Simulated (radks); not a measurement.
Question: All-electron atom: P I in [Ne] 3s2 3p3. All-electron calculation, scalar-relativistic Kohn-Sham, MS2 meta-GGA, spin-polarised, spherical densities, finite nucleus; open shells are filled with parallel spins first; meta-GGA in the generalised Kohn-Sham scheme; Fermi nuclear charge, rms radius 3.1889 fm. Program: a radial shooting solver on a logarithmic mesh with Libxc functionals. Some entries of the table are withheld. Estimate them.

orbital,occ.,eigenvalue (hartree),<1/r> (bohr^-1),r(max) (bohr)
1s up,1,-76.87928,14.66,0.06764
1s down,1,-76.86752,14.66,0.06763
2s up,1,(1),(2),0.4173
2s down,1,(3),(4),0.4178
2p up,3,-4.60768,2.709,0.3557
2p down,3,-4.59193,2.706,0.3563
3s up,1,-0.57873,0.7046,1.601
3s down,1,-0.44813,0.7094,1.570
3p up,3,-0.24185,0.5805,1.837
3p down,0,-0.13112,0.5486,1.866

Answer: 
(1) 2s up eigenvalue (hartree): -6.52930
(2) 2s up <1/r> (bohr^-1): 2.838
(3) 2s down eigenvalue (hartree): -6.52249
(4) 2s down <1/r> (bohr^-1): 2.834
